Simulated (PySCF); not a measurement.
# Vibration and rotation of ErO

LDA constants of ErO, quintet, about 11.4 electrons in the 4f shell (Mulliken), real f orbitals that mix terms (Er x2c-SVPall, O x2c-SVPall; spin-free X2C with a Gaussian nucleus (PySCF 2.14); masses 165.9303 and 15.9949 u):

- ωe: 757.6 cm⁻¹
- ωexe: 3.5 cm⁻¹
- Be: 0.35327 cm⁻¹
- αe: 0.00224 cm⁻¹
- D (centrifugal): 3.07e-07 cm⁻¹
- De to Er (4f12 6s2) + O: 6.94 eV

**Question.** Give the vibrational terms G(v) and spacings up to v = 6.

**Answer.** G(v) = ωe(v+½) − ωexe(v+½)².

```tsv
v	G(v) (cm⁻¹)	G(v) − G(v−1)	Bv (cm⁻¹)
0	377.9		0.3521
1	1128.5	750.6	0.3499
2	1872.1	743.6	0.3477
3	2608.7	736.6	0.3454
4	3338.3	729.6	0.3432
5	4060.9	722.6	0.3409
6	4776.5	715.6	0.3387
```

**Question.** How well does the Morse estimate ωe²/(4ωexe) reproduce De, and what is D0?

**Answer.** It gives 5.08 eV, 73 % of the computed De. D0 = De − G(0) = 6.94 − 0.05 = 6.89 eV.

These are scalar-relativistic numbers at best; spin–orbit coupling would shift them, the dissociation energy most. Counting both spins, an empty level lies below a filled one in this solution, because spin and occupation are held. The state is the lowest single determinant that the PBE0 search found; with open d or f shells the true ground state can be another one.
